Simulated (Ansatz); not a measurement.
Born–Oppenheimer molecular dynamics of a periodic cell of 26 atoms, Cu$_{12}$F (surface Cu(100), adsorbate F2, incident energy 0.4 eV, 0° from the normal). It starts from an unrelaxed structure (largest force component 1.42 eV/Å).

Theory: DFT PBE, scalar-relativistic, plane waves, PAW in Ansatz 0.2.0. Settings: accuracy low, PAW set soft_1, cutoff 420 eV, k mesh 2x2x1, fermi-dirac smearing 0.15 eV, no spin polarisation.

| Property | Result |
| --- | --- |
| ensemble | NVE (velocity Verlet) |
| time step | 2 fs |
| steps asked | 170 |
| starting velocities | zero, but for any typed in the input |
| atoms held | 1 to 6 |
| seed | 317877 |

Frames 10 fs apart, positions in Å, forces in eV/Å.

Velocities at 200 fs (Å/ps):

```
Cu 0.00 0.00 0.00
Cu 0.00 0.00 0.00
Cu 0.00 0.00 0.00
Cu 0.00 0.00 0.00
Cu 0.00 0.00 0.00
Cu 0.00 0.00 0.00
Cu 0.17 -0.01 0.12
Cu -0.24 0.10 -0.05
Cu 0.14 -0.40 -0.20
Cu -0.37 -0.36 -0.60
Cu -0.01 0.29 0.08
Cu -0.26 0.12 -0.74
Cu -1.81 -1.46 -1.41
Cu 0.62 -1.03 0.31
Cu 1.25 -0.73 0.94
Cu -5.50 -5.47 -6.43
Cu -1.11 0.66 -0.46
Cu -2.50 4.12 -2.50
Cu 1.29 -3.17 3.47
Cu 0.07 -0.62 1.83
Cu 0.14 -2.25 -1.53
Cu -1.46 -1.81 -2.01
Cu 1.00 0.66 1.61
Cu -6.84 4.60 1.70
F 18.38 28.20 -16.54
F 33.19 -5.57 17.37
```

```xyz
26
Lattice="5.1053 0.0000 0.0000 0.0000 7.6580 0.0000 0.0000 0.0000 20.4150" Properties=species:S:1:pos:R:3:forces:R:3 time_fs=200 energy_less_start_eV=-3.274 T=1421
Cu 1.276 1.276 1.000 0.01 -0.01 0.19
Cu 3.829 1.276 1.000 -0.01 -0.02 0.17
Cu 1.276 3.829 1.000 0.00 0.00 0.16
Cu 3.829 3.829 1.000 -0.01 0.01 0.15
Cu 1.276 6.382 1.000 -0.02 0.01 0.15
Cu 3.829 6.382 1.000 0.01 0.02 0.14
Cu 0.002 -0.005 2.870 0.02 0.03 -0.28
Cu 2.550 -0.004 2.847 -0.07 0.08 -0.21
Cu -0.001 2.546 2.839 0.08 -0.08 -0.17
Cu 2.552 2.558 2.852 -0.24 -0.26 -0.55
Cu -0.001 5.116 2.845 -0.01 -0.02 -0.04
Cu 2.550 5.105 2.828 -0.10 0.06 -0.29
Cu 1.264 1.285 4.734 -0.53 -0.75 -1.37
Cu 3.830 1.271 4.710 0.13 -0.30 -0.14
Cu 1.303 3.824 4.734 -0.09 0.02 -0.14
Cu 3.721 3.756 4.573 -0.09 -0.28 -0.09
Cu 1.289 6.358 4.721 -0.52 0.24 -0.60
Cu 3.756 6.418 4.705 -0.08 0.40 -0.51
Cu 0.011 -0.029 6.597 0.21 -0.57 0.35
Cu 2.567 0.025 6.503 0.17 -0.04 0.76
Cu 0.043 2.432 6.458 -1.01 0.51 0.55
Cu 2.363 2.231 6.427 1.43 2.32 1.01
Cu -0.303 4.987 6.096 0.84 0.20 2.14
Cu 2.304 5.498 6.673 -0.11 -1.75 0.61
F 1.494 7.042 8.356 0.10 -0.04 -1.70
F 4.851 3.163 8.124 -0.11 0.23 -0.30
26
Lattice="5.1053 0.0000 0.0000 0.0000 7.6580 0.0000 0.0000 0.0000 20.4150" Properties=species:S:1:pos:R:3:forces:R:3 time_fs=210 energy_less_start_eV=-3.331 T=1441
Cu 1.276 1.276 1.000 0.00 -0.02 0.17
Cu 3.829 1.276 1.000 0.00 -0.03 0.15
Cu 1.276 3.829 1.000 -0.01 0.00 0.14
Cu 3.829 3.829 1.000 0.00 0.01 0.14
Cu 1.276 6.382 1.000 -0.03 0.01 0.13
Cu 3.829 6.382 1.000 0.03 0.02 0.13
Cu 0.004 -0.005 2.869 -0.02 0.02 -0.39
Cu 2.547 -0.003 2.845 -0.08 0.11 -0.28
Cu 0.001 2.541 2.836 0.09 -0.06 -0.21
Cu 2.546 2.552 2.841 -0.39 -0.42 -0.80
Cu -0.002 5.118 2.845 -0.05 -0.06 -0.01
Cu 2.547 5.107 2.818 -0.12 0.08 -0.28
Cu 1.242 1.265 4.710 -0.30 -0.62 -1.15
Cu 3.837 1.258 4.713 0.02 -0.27 -0.04
Cu 1.313 3.817 4.742 -0.43 0.13 -0.11
Cu 3.667 3.702 4.511 0.78 0.45 0.84
Cu 1.274 6.367 4.711 -0.55 0.14 -0.57
Cu 3.731 6.461 4.678 0.21 -0.15 -0.05
Cu 0.025 -0.065 6.634 -0.04 -0.38 -0.05
Cu 2.571 0.020 6.526 0.99 0.59 -0.30
Cu 0.036 2.415 6.450 -1.09 0.92 1.46
Cu 2.359 2.230 6.414 1.32 2.27 0.87
Cu -0.289 4.995 6.126 0.22 0.01 1.21
Cu 2.235 5.529 6.693 0.03 -2.28 0.27
F 1.678 7.322 8.156 -0.51 -0.28 0.07
F 5.182 3.109 8.280 -0.03 -0.18 -1.34
26
Lattice="5.1053 0.0000 0.0000 0.0000 7.6580 0.0000 0.0000 0.0000 20.4150" Properties=species:S:1:pos:R:3:forces:R:3 time_fs=220 energy_less_start_eV=-2.602 T=1162
Cu 1.276 1.276 1.000 -0.03 -0.04 0.11
Cu 3.829 1.276 1.000 0.02 -0.05 0.12
Cu 1.276 3.829 1.000 -0.03 0.01 0.09
Cu 3.829 3.829 1.000 0.00 0.01 0.13
Cu 1.276 6.382 1.000 -0.05 0.01 0.10
Cu 3.829 6.382 1.000 0.04 0.02 0.10
Cu 0.005 -0.005 2.862 -0.09 -0.01 -0.52
Cu 2.543 0.001 2.838 -0.08 0.10 -0.35
Cu 0.005 2.536 2.829 0.05 -0.02 -0.25
Cu 2.534 2.539 2.819 -0.47 -0.50 -0.93
Cu -0.003 5.120 2.846 -0.10 -0.12 0.02
Cu 2.542 5.109 2.805 -0.11 0.07 -0.22
Cu 1.216 1.236 4.669 0.04 -0.21 -0.53
Cu 3.844 1.242 4.714 -0.07 -0.09 0.02
Cu 1.318 3.812 4.749 -0.70 0.19 -0.09
Cu 3.625 3.653 4.460 1.34 0.89 1.40
Cu 1.250 6.377 4.694 -0.46 -0.03 -0.38
Cu 3.709 6.502 4.649 0.40 -0.65 0.31
Cu 0.038 -0.106 6.670 -0.24 -0.24 -0.42
Cu 2.592 0.024 6.539 3.52 0.79 -5.04
Cu 0.013 2.411 6.463 -0.72 0.86 1.51
Cu 2.375 2.264 6.415 0.92 1.96 0.58
Cu -0.271 5.003 6.175 -0.19 -0.02 0.57
Cu 2.166 5.526 6.718 0.10 -2.25 -0.08
F 1.826 7.587 7.980 -2.94 -0.38 5.46
F 5.510 3.047 8.371 -0.13 -0.29 -1.72
26
Lattice="5.1053 0.0000 0.0000 0.0000 7.6580 0.0000 0.0000 0.0000 20.4150" Properties=species:S:1:pos:R:3:forces:R:3 time_fs=230 energy_less_start_eV=-3.203 T=1391
Cu 1.276 1.276 1.000 -0.07 -0.08 -0.01
Cu 3.829 1.276 1.000 0.03 -0.07 0.05
Cu 1.276 3.829 1.000 -0.06 0.04 0.03
Cu 3.829 3.829 1.000 0.01 0.02 0.12
Cu 1.276 6.382 1.000 -0.07 0.00 0.04
Cu 3.829 6.382 1.000 0.04 0.02 0.07
Cu 0.005 -0.004 2.847 -0.19 -0.07 -0.63
Cu 2.538 0.005 2.826 -0.05 0.05 -0.41
Cu 0.009 2.530 2.819 -0.05 0.04 -0.25
Cu 2.516 2.520 2.782 -0.37 -0.37 -0.76
Cu -0.005 5.120 2.847 -0.15 -0.17 0.02
Cu 2.535 5.113 2.788 -0.07 0.01 -0.10
Cu 1.191 1.203 4.620 0.36 0.24 0.17
Cu 3.851 1.224 4.716 -0.08 0.30 -0.02
Cu 1.312 3.810 4.754 -0.85 0.19 -0.12
Cu 3.603 3.618 4.431 1.49 1.02 1.55
Cu 1.220 6.386 4.670 -0.27 -0.20 -0.06
Cu 3.694 6.533 4.625 0.49 -1.13 0.43
Cu 0.049 -0.152 6.700 0.17 -0.08 -0.27
Cu 2.658 0.037 6.489 1.37 -0.17 -1.74
Cu -0.021 2.420 6.498 -0.25 0.61 1.20
Cu 2.405 2.327 6.425 0.41 1.41 0.58
Cu -0.255 5.010 6.232 -0.52 -0.04 0.14
Cu 2.099 5.491 6.742 0.26 -1.40 -0.15
F 1.847 7.837 8.031 -1.39 0.01 1.99
F 5.833 2.971 8.375 -0.21 -0.19 -1.86
26
Lattice="5.1053 0.0000 0.0000 0.0000 7.6580 0.0000 0.0000 0.0000 20.4150" Properties=species:S:1:pos:R:3:forces:R:3 time_fs=240 energy_less_start_eV=-3.353 T=1451
Cu 1.276 1.276 1.000 -0.15 -0.14 -0.18
Cu 3.829 1.276 1.000 0.06 -0.09 -0.04
Cu 1.276 3.829 1.000 -0.11 0.07 -0.06
Cu 3.829 3.829 1.000 0.02 0.02 0.11
Cu 1.276 6.382 1.000 -0.09 -0.01 -0.03
Cu 3.829 6.382 1.000 0.04 0.01 0.01
Cu 0.003 -0.005 2.822 -0.29 -0.12 -0.64
Cu 2.531 0.011 2.808 0.01 -0.06 -0.38
Cu 0.012 2.525 2.805 -0.18 0.11 -0.21
Cu 2.492 2.495 2.735 -0.06 -0.03 -0.28
Cu -0.010 5.117 2.848 -0.20 -0.21 -0.01
Cu 2.527 5.117 2.769 -0.02 -0.07 0.06
Cu 1.171 1.174 4.573 0.61 0.59 0.67
Cu 3.856 1.211 4.717 0.02 0.79 -0.21
Cu 1.294 3.810 4.758 -0.81 0.15 -0.21
Cu 3.603 3.598 4.424 1.26 0.95 1.36
Cu 1.185 6.393 4.646 -0.04 -0.34 0.24
Cu 3.685 6.547 4.606 0.54 -1.52 0.25
Cu 0.062 -0.198 6.726 0.71 0.19 0.04
Cu 2.747 0.049 6.409 -0.89 -0.13 1.57
Cu -0.058 2.438 6.551 0.13 0.29 0.76
Cu 2.441 2.412 6.444 -0.01 0.76 0.84
Cu -0.247 5.017 6.292 -0.87 -0.11 -0.17
Cu 2.037 5.434 6.764 0.58 -0.60 -0.18
F 1.793 8.082 8.193 -0.01 -0.79 -1.46
F 6.144 2.887 8.286 -0.27 0.29 -1.86
26
Lattice="5.1053 0.0000 0.0000 0.0000 7.6580 0.0000 0.0000 0.0000 20.4150" Properties=species:S:1:pos:R:3:forces:R:3 time_fs=250 energy_less_start_eV=-2.936 T=1289
Cu 1.276 1.276 1.000 -0.25 -0.23 -0.41
Cu 3.829 1.276 1.000 0.09 -0.11 -0.17
Cu 1.276 3.829 1.000 -0.16 0.12 -0.15
Cu 3.829 3.829 1.000 0.03 0.04 0.08
Cu 1.276 6.382 1.000 -0.11 -0.04 -0.10
Cu 3.829 6.382 1.000 0.03 -0.02 -0.06
Cu -0.004 -0.008 2.788 -0.34 -0.14 -0.52
Cu 2.526 0.015 2.784 0.08 -0.20 -0.23
Cu 0.013 2.521 2.788 -0.32 0.16 -0.13
Cu 2.467 2.469 2.683 0.32 0.38 0.35
Cu -0.017 5.111 2.849 -0.22 -0.24 -0.06
Cu 2.519 5.120 2.752 0.03 -0.16 0.23
Cu 1.160 1.154 4.536 0.75 0.77 0.91
Cu 3.862 1.210 4.715 0.14 1.09 -0.49
Cu 1.263 3.813 4.758 -0.64 0.08 -0.30
Cu 3.622 3.592 4.438 0.85 0.83 1.03
Cu 1.151 6.395 4.626 0.19 -0.41 0.45
Cu 3.685 6.538 4.592 0.52 -1.63 -0.02
Cu 0.086 -0.241 6.752 0.97 0.43 0.18
Cu 2.824 0.059 6.351 -1.65 -0.17 2.34
Cu -0.094 2.461 6.615 0.28 0.03 0.19
Cu 2.477 2.508 6.475 0.07 0.23 0.58
Cu -0.253 5.022 6.350 -1.24 -0.19 -0.41
Cu 1.983 5.367 6.783 0.95 -0.14 -0.26
F 1.733 8.286 8.293 0.12 -1.93 -1.79
F 6.442 2.821 8.104 -0.50 1.43 -1.24
26
Lattice="5.1053 0.0000 0.0000 0.0000 7.6580 0.0000 0.0000 0.0000 20.4150" Properties=species:S:1:pos:R:3:forces:R:3 time_fs=260 energy_less_start_eV=-2.143 T=981
Cu 1.276 1.276 1.000 -0.37 -0.32 -0.66
Cu 3.829 1.276 1.000 0.12 -0.12 -0.31
Cu 1.276 3.829 1.000 -0.21 0.17 -0.24
Cu 3.829 3.829 1.000 0.03 0.05 0.03
Cu 1.276 6.382 1.000 -0.14 -0.08 -0.17
Cu 3.829 6.382 1.000 0.02 -0.07 -0.13
Cu -0.017 -0.013 2.747 -0.28 -0.11 -0.22
Cu 2.521 0.016 2.757 0.12 -0.32 0.01
Cu 0.009 2.521 2.769 -0.40 0.18 -0.02
Cu 2.447 2.450 2.636 0.63 0.71 0.92
Cu -0.028 5.102 2.849 -0.20 -0.23 -0.14
Cu 2.511 5.120 2.738 0.06 -0.23 0.37
Cu 1.160 1.146 4.512 0.78 0.76 0.90
Cu 3.869 1.225 4.706 0.15 0.97 -0.63
Cu 1.222 3.817 4.753 -0.41 0.00 -0.36
Cu 3.654 3.599 4.468 0.46 0.77 0.66
Cu 1.119 6.391 4.612 0.39 -0.37 0.55
Cu 3.692 6.505 4.578 0.35 -1.32 -0.08
Cu 0.124 -0.278 6.782 1.03 0.61 0.22
Cu 2.877 0.067 6.327 -1.78 -0.26 2.34
Cu -0.126 2.484 6.683 0.28 -0.18 -0.36
Cu 2.517 2.607 6.510 2.90 -0.66 -3.77
Cu -0.278 5.025 6.401 -1.46 -0.21 -0.55
Cu 1.944 5.298 6.798 1.17 0.19 -0.38
F 1.677 8.393 8.306 -0.24 -2.54 -1.41
F 6.705 2.827 7.875 -3.00 2.60 3.43
26
Lattice="5.1053 0.0000 0.0000 0.0000 7.6580 0.0000 0.0000 0.0000 20.4150" Properties=species:S:1:pos:R:3:forces:R:3 time_fs=270 energy_less_start_eV=-2.318 T=1050
Cu 1.276 1.276 1.000 -0.46 -0.37 -0.86
Cu 3.829 1.276 1.000 0.12 -0.10 -0.45
Cu 1.276 3.829 1.000 -0.24 0.21 -0.31
Cu 3.829 3.829 1.000 0.01 0.06 -0.04
Cu 1.276 6.382 1.000 -0.15 -0.13 -0.25
Cu 3.829 6.382 1.000 -0.02 -0.14 -0.23
Cu -0.033 -0.019 2.702 -0.13 -0.05 0.18
Cu 2.518 0.013 2.731 0.12 -0.37 0.27
Cu -0.001 2.522 2.749 -0.38 0.16 0.10
Cu 2.436 2.440 2.603 0.80 0.89 1.31
Cu -0.042 5.089 2.846 -0.14 -0.19 -0.23
Cu 2.504 5.117 2.729 0.06 -0.27 0.44
Cu 1.172 1.149 4.503 0.72 0.65 0.78
Cu 3.879 1.254 4.688 0.03 0.47 -0.50
Cu 1.176 3.821 4.743 -0.16 -0.09 -0.33
Cu 3.693 3.618 4.508 0.18 0.81 0.23
Cu 1.093 6.381 4.606 0.55 -0.26 0.57
Cu 3.704 6.452 4.562 0.08 -0.75 0.11
Cu 0.178 -0.305 6.814 0.97 0.72 0.24
Cu 2.903 0.070 6.338 -1.49 -0.29 1.85
Cu -0.153 2.505 6.745 0.72 -0.28 -0.45
Cu 2.601 2.696 6.489 3.32 -1.29 -4.99
Cu -0.324 5.024 6.444 -1.39 -0.15 -0.58
Cu 1.921 5.232 6.807 1.09 0.35 -0.43
F 1.610 8.378 8.244 -0.47 -1.77 -1.47
F 6.817 2.959 7.816 -3.73 2.20 5.04
```

Of the whole run (340 fs, mean temperature of the second half 1310 K): The conserved energy stayed within 1.4 meV per atom of its start (net change -0.024 meV per atom), so there is no drift, though single steps change it by up to 28 meV in the whole system, a sign of fast motions only just resolved. A run of 0.34 ps of so small a system gives no equilibrium averages. Limits of this set-up: coarse k mesh, thin slab, slab without dipole correction, no dispersion correction for a molecule that may bind weakly, low accuracy level.

Time of the run: 44 min on 4 threads of Arm Neoverse V2 (shared host), peak memory 4 GiB.
